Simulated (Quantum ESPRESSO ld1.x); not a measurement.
The numbers below are computed, except where a source is named.
Task: Species: Os5+. Configuration: [Xe] 4f14 5d3. Code: ld1.x of Quantum ESPRESSO 7.5. Model: Dirac Kohn-Sham, LDA (Slater exchange, Perdew-Zunger correlation), spin-unpolarised, spherical densities, point nucleus; open shells are shared between the two j in proportion to 2j + 1. Some entries of the table are withheld. Estimate them.

orbital  occ.  eigenvalue (eV)  <1/r> (bohr^-1)  r(max) (bohr)
1s1/2       2         -73772.4            90.45        0.01103
2s1/2       2         -12892.3              (1)        0.06363
2p1/2       2         -12348.6            22.05        0.04711
2p3/2       4         -10818.8            18.31        0.05416
3s1/2       2         -3047.66            8.107         0.1792
3p1/2       2         -2804.20              (2)         0.1675
3p3/2       4         -2470.65              (3)         0.1819
3d3/2       4         -2061.97            6.950         0.1420
3d5/2       6         -1989.67            6.723         0.1460
4s1/2       2         -691.852              (4)         0.4053
4p1/2       2         -589.757            3.311         0.4043
4p3/2       4         -511.155            2.970         0.4346
4d3/2       4              (5)            2.761         0.4294
4d5/2       6              (6)            2.681         0.4389
5s1/2       2              (7)            1.367         0.9106
5p1/2       2         -120.853            1.248         0.9669
4f5/2       6         -116.203            2.264         0.4023
4f7/2       8         -113.380            2.232         0.4071
5p3/2       4         -107.807            1.134          1.045
5d3/2     1.2         -63.4788           0.8839          1.256
5d5/2     1.8         -61.9228           0.8615          1.286

Result: 
(1) 2s1/2 <1/r> (bohr^-1): 22.09
(2) 3p1/2 <1/r> (bohr^-1): 8.024
(3) 3p3/2 <1/r> (bohr^-1): 7.051
(4) 4s1/2 <1/r> (bohr^-1): 3.420
(5) 4d3/2 eigenvalue (eV): -343.431
(6) 4d5/2 eigenvalue (eV): -328.869
(7) 5s1/2 eigenvalue (eV): -153.021
